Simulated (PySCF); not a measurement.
# How methods differ on the excitation energy of S

S [Ne] 3s2 3p4 (3P) → S [Ne] 3s2 3p3 3d1 (5D), as a difference of total energies. Computed with PySCF 2.14 in aug-cc-pCVQZ-DK (10s9p7d5f3g, 134 functions), with scalar relativity by spin-free X2C-1e. Correlated levels: valence: [Ne] frozen; valence and next inner shell: 1s2 frozen; nothing frozen. The calculations carry no spin-orbit coupling.

```tsv
method	excitation energy (eV)	error (eV)
UHF	8.156	-0.236
LDA	8.683	+0.291
PBE	8.530	+0.138
PBE0	8.632	+0.240
r2SCAN	8.666	+0.274
M06-2X	8.994	+0.602
PBEsol	8.532	+0.140
r2SCAN0	8.705	+0.313
MP2 (valence)	8.754	+0.362
SCS-MP2 (valence)	8.982	+0.590
MP2 (valence and next inner shell)	8.774	+0.382
SCS-MP2 (valence and next inner shell)	8.997	+0.605
MP2 (all electrons)	8.776	+0.384
SCS-MP2 (all electrons)	8.998	+0.606
```

Reference: 8.392 eV (measured; NIST levels, between the centres of gravity of the two terms).

The promoted electron is Rydberg-like, and one or two diffuse shells describe it only roughly, which tends to raise the upper state.

In the upper state the promoted electron has a positive orbital energy at LDA, PBE, PBE0, r2SCAN, PBEsol, r2SCAN0, so the basis confines it.
